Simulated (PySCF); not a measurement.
Cd(Me)2 cation (C2H6Cd), SMILES [CH3][Cd][CH3] (connectivity only; charge and spin as stated), charge +1, multiplicity 2.

Geometry: r2SCAN-D4/def2-SVP. The multiplicity is an assumed one; other spin states were not compared. The isomer is the one that the SMILES or the coordinates give; other isomers of the formula were not compared. The def2 effective core potentials stand for the cores of Cd; spin–orbit coupling is left out.

The numbers are results of r2SCAN-D4/def2-SVP (PySCF), not measurements.

Frequencies are harmonic and unscaled.

A small imaginary wavenumber (i) marks a very flat motion, where grid noise or a shallow saddle decides the sign.

Modes within 1.5 cm⁻¹ of each other (mostly degenerate sets) share a row, with their intensities summed.

```json
[
 {"mode": "1", "ν (cm⁻¹)": "10i", "IR (km/mol)": "0.0", "moving atoms (share of kinetic energy)": "H 100 %"},
 {"mode": "2–3", "ν (cm⁻¹)": "64", "IR (km/mol)": "1.6", "moving atoms (share of kinetic energy)": "C 58 %, H 22 %, Cd 20 %"},
 {"mode": "4", "ν (cm⁻¹)": "317", "IR (km/mol)": "136.7", "moving atoms (share of kinetic energy)": "C 73 %, Cd 21 %"},
 {"mode": "5", "ν (cm⁻¹)": "359", "IR (km/mol)": "0.0", "moving atoms (share of kinetic energy)": "C 82 %, H 18 %"},
 {"mode": "6–7", "ν (cm⁻¹)": "583", "IR (km/mol)": "63.5", "moving atoms (share of kinetic energy)": "H 92 %"},
 {"mode": "8–9", "ν (cm⁻¹)": "595", "IR (km/mol)": "0.0", "moving atoms (share of kinetic energy)": "H 93 %"},
 {"mode": "10", "ν (cm⁻¹)": "945", "IR (km/mol)": "410.3", "moving atoms (share of kinetic energy)": "H 90 %, C 9 %"},
 {"mode": "11", "ν (cm⁻¹)": "1076", "IR (km/mol)": "0.0", "moving atoms (share of kinetic energy)": "H 83 %, C 17 %"},
 {"mode": "12–13", "ν (cm⁻¹)": "1372", "IR (km/mol)": "36.1", "moving atoms (share of kinetic energy)": "H 92 %"},
 {"mode": "14–15", "ν (cm⁻¹)": "1374", "IR (km/mol)": "0.0", "moving atoms (share of kinetic energy)": "H 92 %"},
 {"mode": "16", "ν (cm⁻¹)": "3057", "IR (km/mol)": "85.5", "moving atoms (share of kinetic energy)": "H 99 %"},
 {"mode": "17", "ν (cm⁻¹)": "3059", "IR (km/mol)": "0.0", "moving atoms (share of kinetic energy)": "H 99 %"},
 {"mode": "18–19", "ν (cm⁻¹)": "3244", "IR (km/mol)": "86.6", "moving atoms (share of kinetic energy)": "H 90 %, C 10 %"},
 {"mode": "20–21", "ν (cm⁻¹)": "3246", "IR (km/mol)": "0.0", "moving atoms (share of kinetic energy)": "H 89 %, C 11 %"}
]
```
